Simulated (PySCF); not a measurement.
Input for PySCF: R-MP2/6-31G* on H8 chain, a point of a bond scan (R = 1.300 Å).

```python
from pyscf import gto, scf, dft, mp
from pyscf.data.elements import chemcore

mol = gto.M(
    atom='''
    H     0.00000000    0.00000000    0.00000000
    H     0.00000000    0.00000000    1.30000000
    H     0.00000000    0.00000000    2.60000000
    H     0.00000000    0.00000000    3.90000000
    H     0.00000000    0.00000000    5.20000000
    H     0.00000000    0.00000000    6.50000000
    H     0.00000000    0.00000000    7.80000000
    H     0.00000000    0.00000000    9.10000000
    ''',
    basis='6-31g*',
    cart=True,
    charge=0, spin=0, verbose=3, max_memory=1800)
mf = scf.RHF(mol)
mf.conv_tol = 1e-8
mf.max_cycle = 100
mf.kernel()
if not mf.converged:
    mf = mf.newton().run(mf.mo_coeff, mf.mo_occ)
pt = mp.MP2(mf, frozen=chemcore(mol)).run()
```

Task: What total energy does the run end on?

Result: -4.2437 hartree.
